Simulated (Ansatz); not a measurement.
Calculated with Ansatz (gas phase, PBE0-D4/def2-TZVP geometries, no zero-point term in ΔE). CCSD(T)/CBS is the MP2 limit (def2-TZVPP, def2-QZVPP) plus CCSD(T) − MP2 in def2-TZVPP, frozen cores. This one scheme is used for every species. DFT in def2-TZVPP. One conformer a species, not always the lowest.

Consider the redistribution: `C[SiH](F)BS` + `CBC=S` → `S=CBS` + `CB[SiH](C)F`.

```tsv
level	ΔE (kJ/mol)
PBE0-D4	21.7
ωB97X-V	16.0
HF/def2-TZVPP	8.9
CCSD/def2-TZVPP	13.9
```

Task: What does CCSD(T)/CBS give? (Best estimate.)

Result: Ansatz gave: +16.5 kJ/mol. The listed levels differ from it by 5.2, -0.5, -7.6, -2.6 kJ/mol.

Largest T1 diagnostic among the species: 0.019.

In def2-TZVPP, CCSD(T) changes the Hartree–Fock value by +7.5 kJ/mol (the triples alone add +2.5 kJ/mol) and MP2 by +8.4 kJ/mol. From PBE to PBE0 (25 % exact exchange), in def2-TZVPP and without D4, ΔE moves by −3.0 kJ/mol.
